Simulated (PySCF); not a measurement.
Sb(F)2(SiH3) (F2H3SbSi), SMILES [SiH3][Sb]([F])[F]. Atoms are numbered in the order given.

```xyz
7

Sb    -0.4682     0.3607     0.0000
F     -0.7699    -0.9102     1.4457
F     -0.7699    -0.9102    -1.4457
Si     2.1358    -0.1034     0.0000
H      2.4751    -0.8770    -1.2273
H      2.4751    -0.8770     1.2273
H      2.8852     1.1895     0.0000
```

The structure is a stationary point at B3LYP-D3(BJ)/def2-SVP. The geometry has at least one imaginary mode, so it is a saddle point at that level. The def2 effective core potentials stand for the cores of Sb; spin–orbit coupling is left out.

Method: PySCF with B3LYP/def2-TZVP.

Atomic charges (e):

```
atom  Löwdin  Mulliken
----  ------  --------
Sb1     0.61      0.96
F2     -0.30     -0.47
F3     -0.30     -0.47
Si4     0.10      0.06
H5     -0.03     -0.02
H6     -0.03     -0.02
H7     -0.04     -0.04
```
